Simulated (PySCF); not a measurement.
Geometries of 2 isomers of C3H7BrGe, from PBE0-D3(BJ)/def2-SVP geometry optimisation, gas phase in PySCF 2.14.0. One conformer each, no zero-point energy, no frequencies.

**Question.** Which isomer lies lower at this level?
A.
```xyz
12
angstrom
Br     2.313    1.751    2.073
Ge     1.990    0.589    0.089
C      0.098    0.227   -0.058
C     -0.735   -0.126    1.145
C     -0.930    1.193    0.469
H      2.839   -0.689    0.191
H      2.512    1.509   -1.028
H     -0.157   -0.291   -0.991
H     -0.254   -0.126    2.128
H     -1.501   -0.895    1.017
H     -0.576    2.085    0.995
H     -1.832    1.347   -0.130
```
B.
```xyz
12
angstrom
Ge     1.973   -0.469   -0.059
C      0.087   -0.558    0.405
C     -0.940   -1.104   -0.561
C     -0.896    0.353   -0.261
Br    -2.297    1.154    0.766
H      2.648   -1.830    0.186
H      2.686    0.612    0.773
H      2.073   -0.115   -1.556
H     -0.119   -0.766    1.461
H     -0.623   -1.427   -1.558
H     -1.768   -1.681   -0.142
H     -0.553    1.047   -1.032
```

**Answer.** A. That is `[Br][GeH2][CH]1CC1`, 34.6 kcal/mol below the other.

```csv
SMILES,atoms numbered as above,E (Eh),relative (kcal/mol),relative (kJ/mol),dipole (D)
[Br][GeH2][CH]1CC1,[Br:1][GeH2:2][CH:3]1[CH2:4][CH2:5]1,-4768.35300,0.0,0.0,2.37
[GeH3][C@@H]1C[C@H]1Br,[GeH3:1][C@@H:2]1[CH2:3][C@H:4]1[Br:5],-4768.29780,34.6,144.9,1.39
```
